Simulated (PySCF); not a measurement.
Atoms are numbered as in `[CH3:1][Si:2]([CH3:3])([CH3:4])[n:5]1[n:6][cH:7][c:8]([SiH3:9])[n:10]1`; H(Xn) means a hydrogen on atom n.

PySCF 2.14 calculation with coordinates at the GFN2-xTB level and σ from GIAO-PBE0/pcSseg-1; non-relativistic Hamiltonian, one conformer, one averaged value for each set of equivalent atoms, no solvent model.

Chemical shifts δ = σref − σ; TMS for 13C, 1H, 29Si; 15N against NH3, all at this level.

```tsv
atoms	nucleus	count	δ (ppm)
C1/C3/C4	13C	3	0.3
Si2	29Si	1	?
C8	13C	1	?
Si9	29Si	1	-85.5
H(Si9)	1H	3	4.55
N5	15N	1	301.7
N6	15N	1	372.5
N10	15N	1	?
H(C7)	1H	1	8.04
H(C1)/H(C3)/H(C4)	1H	9	0.54
C7	13C	1	149.1
```

Task: Estimate the values marked ?.

Result: 
- C8: 140.9 ppm, substituted aromatic carbon next to a ring nitrogen
- Si2: 17.1 ppm, silicon bonded to 3 C, N
- N10: 394.4 ppm, pyridine-type nitrogen of an azole

Shifts are as computed. Against solution values, carbons near 30 ppm lie about +3 ppm off and those near 130 ppm about +5 ppm. Of 1211 compounds with measured shifts, 218 miss one by over three times the rms of a fit or turn the order of signals round; such compounds aren't used in these exercises. Experimental scales use liquid or dissolved standards, which lie at an offset from isolated NH3 (liquid NH3: subtract about 20 ppm). Unscaled 15N shifts of sp2 nitrogen come out 20 to 40 ppm too high even then.
